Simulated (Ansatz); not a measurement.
Cartesian coordinates in Å:
```
C 1.295 1.996 -1.427
C 0.729 1.123 -0.803
Si -0.127 -0.197 0.141
O 0.943 -0.978 1.078
O -1.279 0.461 1.075
O -0.806 -1.249 -0.892
H 1.450 -0.469 1.712
H -1.959 0.991 0.655
H -0.246 -1.679 -1.539
```

The species carries charge 0 and has multiplicity 2.

Q: List the B3LYP/def2-TZVPP orbital energies in eV (Ansatz 0.2.0). (Best estimate.)

A: The calculation gave: α occupied: -1800.62, -520.89, -520.89, -520.89, -278.73, -277.14, -144.91, -100.26, -100.25, -100.25, -28.41, -27.60, -27.60, -21.13, -16.58, -14.61, -14.61, -14.06, -11.18, -10.77, -10.77, -10.01, -9.79, -9.79, -9.44, -8.57, -8.57. α empty: -0.48, -0.48, 0.22, 1.30, 1.30, 2.83, 3.88, 3.88. β occupied: -1800.62, -520.89, -520.89, -520.88, -278.18, -277.11, -144.91, -100.25, -100.25, -100.24, -28.41, -27.60, -27.60, -20.51, -16.53, -14.61, -14.61, -13.79, -10.77, -10.76, -10.17, -9.78, -9.78, -9.56, -8.23, -8.23. β empty: -5.43, -0.01, -0.01, 0.22, 1.34, 1.35, 2.90, 3.89. ⟨S²⟩ = 0.772.

B3LYP here is the variant with VWN-RPA as its local correlation; programs differ in this.
